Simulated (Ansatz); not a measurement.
Si20H26⁻. Charge -1, multiplicity 2. Geometry PBE-D4/def2-SVP, that of the neutral singlet; atoms count from 1.

```csv
atom,x (Å),y (Å),z (Å)
Si1,0.512,-3.068,3.105
Si2,-0.178,-2.639,-3.534
Si3,-2.025,1.243,-2.843
Si4,-1.161,0.095,3.637
Si5,-2.305,2.302,0.734
Si6,-0.742,-1.132,0.028
Si7,2.995,-1.479,0.875
Si8,1.805,0.486,-2.362
Si9,1.425,1.741,1.312
Si10,0.348,3.922,-1.597
Si11,-0.721,-3.081,-1.287
Si12,-1.264,-1.792,2.232
Si13,2.227,-1.442,3.110
Si14,-2.376,0.409,-0.669
Si15,1.862,-1.473,-3.664
Si16,0.179,2.052,-3.027
Si17,-2.696,1.751,2.987
Si18,1.120,0.659,3.389
Si19,-0.180,3.306,0.617
Si20,1.372,-0.113,-0.136
H21,0.174,-3.555,4.492
H22,0.886,-4.251,2.249
H23,-0.075,-3.933,-4.304
H24,-1.273,-1.815,-4.160
H25,-2.962,2.412,-3.045
H26,-2.331,0.220,-3.906
H27,-1.411,-0.330,5.066
H28,-3.341,3.293,0.253
H29,3.032,-2.881,0.323
H30,4.354,-0.847,0.702
H31,3.157,1.162,-2.402
H32,2.808,2.349,1.245
H33,-0.600,4.998,-2.067
H34,1.751,4.475,-1.648
H35,-2.063,-3.767,-1.197
H36,0.320,-4.014,-0.719
H37,-2.606,-2.483,2.236
H38,-3.741,-0.233,-0.569
H39,2.188,-1.153,-5.102
H40,2.953,-2.363,-3.120
H41,0.436,2.489,-4.451
H42,-4.097,1.218,3.167
H43,-2.548,2.985,3.844
H44,1.656,1.445,4.558
H45,3.301,-1.692,4.139
H46,-0.166,4.524,1.512
```

Single mean-field runs in def2-SVP are fitted with def2-universal-jkfit. The highest occupied level of the charge -1 doublet lies above zero (up to 0.35 eV). By energy differences its removal costs 0.70 eV (vertical, to the charge 0 singlet, at PBE0-D4/def2-SVP); self-interaction error and the lack of diffuse functions both raise the level.

(1) Estimate the Mulliken populations of the heavy atoms from the PBE0/def2-SVP orbitals of Ansatz.

(2) Where does the spin sit?

(3) And the Mayer bond orders between bonded heavy atoms (over 0.3)?

Results:

(1) 
```json
{"atom": "Si1", "charge (e)": "0.12", "spin (α − β)": "0.03"}
{"atom": "Si2", "charge (e)": "0.03", "spin (α − β)": "0.02"}
{"atom": "Si3", "charge (e)": "0.08", "spin (α − β)": "0.02"}
{"atom": "Si4", "charge (e)": "-0.05", "spin (α − β)": "0.04"}
{"atom": "Si5", "charge (e)": "-0.08", "spin (α − β)": "0.04"}
{"atom": "Si6", "charge (e)": "-0.16", "spin (α − β)": "0.04"}
{"atom": "Si7", "charge (e)": "0.16", "spin (α − β)": "0.05"}
{"atom": "Si8", "charge (e)": "-0.04", "spin (α − β)": "0.10"}
{"atom": "Si9", "charge (e)": "0.02", "spin (α − β)": "0.06"}
{"atom": "Si10", "charge (e)": "0.12", "spin (α − β)": "0.02"}
{"atom": "Si11", "charge (e)": "0.12", "spin (α − β)": "0.05"}
{"atom": "Si12", "charge (e)": "-0.05", "spin (α − β)": "0.08"}
{"atom": "Si13", "charge (e)": "-0.11", "spin (α − β)": "0.05"}
{"atom": "Si14", "charge (e)": "-0.01", "spin (α − β)": "0.05"}
{"atom": "Si15", "charge (e)": "0.09", "spin (α − β)": "0.00"}
{"atom": "Si16", "charge (e)": "-0.07", "spin (α − β)": "0.00"}
{"atom": "Si17", "charge (e)": "0.14", "spin (α − β)": "0.00"}
{"atom": "Si18", "charge (e)": "-0.01", "spin (α − β)": "0.09"}
{"atom": "Si19", "charge (e)": "-0.04", "spin (α − β)": "0.01"}
{"atom": "Si20", "charge (e)": "-0.22", "spin (α − β)": "0.01"}
```
Mulliken values and Mayer orders depend strongly on the basis.

(2) Summed by element: Si 0.77, H 0.23, of 1 unpaired in all. Largest on single atoms: Si8 0.10, Si18 0.09, Si12 0.08.

(3) Si1–Si12 0.95 (2.35 Å); Si1–Si13 0.95 (2.36 Å); Si2–Si11 0.96 (2.35 Å); Si2–Si15 0.96 (2.35 Å); Si3–Si14 0.95 (2.36 Å); Si3–Si16 0.94 (2.36 Å); Si4–Si12 0.94 (2.36 Å); Si4–Si17 0.93 (2.35 Å); Si4–Si18 0.94 (2.36 Å); Si5–Si14 0.94 (2.36 Å); Si5–Si17 0.91 (2.35 Å); Si5–Si19 0.93 (2.35 Å); Si6–Si11 0.88 (2.35 Å); Si6–Si12 0.89 (2.36 Å); Si6–Si14 0.88 (2.35 Å); Si6–Si20 0.92 (2.35 Å); Si7–Si13 0.94 (2.36 Å); Si7–Si20 0.92 (2.35 Å); Si8–Si15 0.96 (2.35 Å); Si8–Si16 0.94 (2.35 Å); Si8–Si20 0.82 (2.35 Å); Si9–Si18 0.92 (2.36 Å); Si9–Si19 0.95 (2.35 Å); Si9–Si20 0.90 (2.35 Å); Si10–Si16 0.94 (2.36 Å); Si10–Si19 0.94 (2.36 Å); Si13–Si18 0.92 (2.39 Å).
